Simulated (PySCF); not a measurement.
C8H6OSSe, SMILES c1csc(Oc2ccc[se]2)c1 at its GFN2-xTB optimised geometry (Å):

```
17

C      1.3570    -3.4861     0.0050
C      0.0057    -3.5684     0.0048
S     -0.7381    -2.0127     0.0031
C      0.8200    -1.2389     0.0026
O      1.0568     0.0863     0.0012
C      0.1214     1.0629     0.0000
C     -1.2370     1.0629     0.0000
C     -1.8018     2.3656    -0.0014
C     -0.9165     3.3886    -0.0027
Se     0.8512     2.7929     0.0000
C      1.8312    -2.1571     0.0038
H      2.0054    -4.3433     0.0060
H     -0.6190    -4.4383     0.0056
H     -1.8498     0.1806     0.0012
H     -2.8679     2.5162    -0.0013
H     -1.1437     4.4383    -0.0035
H      2.8679    -1.8777     0.0037
```

Level of theory: PBE/def2-SVP (PySCF 2.14.0).

Map of the LUMO amplitude (bohr^(-3/2)) on the plane z = 1.2 Å; orbital energy -1.43 eV, overall sign arbitrary:

```
|+++++++++++++++++++++++++++|
|+++++++++++++++++++++++++++|
|+++++++++++++++++++++++++++|
|++++++++++***+++=++++++++++|
|+++++++++*###*+===+++++++++|
|+++++++++*%@%*=--==++++++++|
|+++++++++*%@%+-..-==+++++++|
|++++++====*%#+.  :==+++++++|
|++++++==-:-+*+: .:==+++++++|
|++++++=-:.:-+*=---==+++++++|
|++++++==-..-*%#*===++++++++|
|++++++==-:.-*@@#+++++++++++|
|+++++++==--=*%#*+++++++++++|
|+++++++=====+*+===+++++++++|
|+++++++++++++=---=+++++++++|
|++++++++++***=:.-=+++++++++|
|+++++++++*#%#+-:=***+++++++|
|+++++++++*%@%*==*##*+++++++|
|+++++++++*##*++*#%#*+++++++|
|++++++++++++=-=*#%#*+++++++|
|++++++++++==:.-+##**+++++++|
|++++++++++=-:.-+***++++++++|
|++++++++++==---++*+++++++++|
|++++++++++=====++++++++++++|
|++++++++++++==+++++++++++++|
|+++++++++++++++++++++++++++|
|+++++++++++++++++++++++++++|
```
Scale: ten equal steps from -0.058 (start of ' ') to 0.051 (end of '@'), in the order ' .:-=+*#%@'; x runs from -6.50 to 6.50, y from -6.50 (bottom) to 6.50 (top).
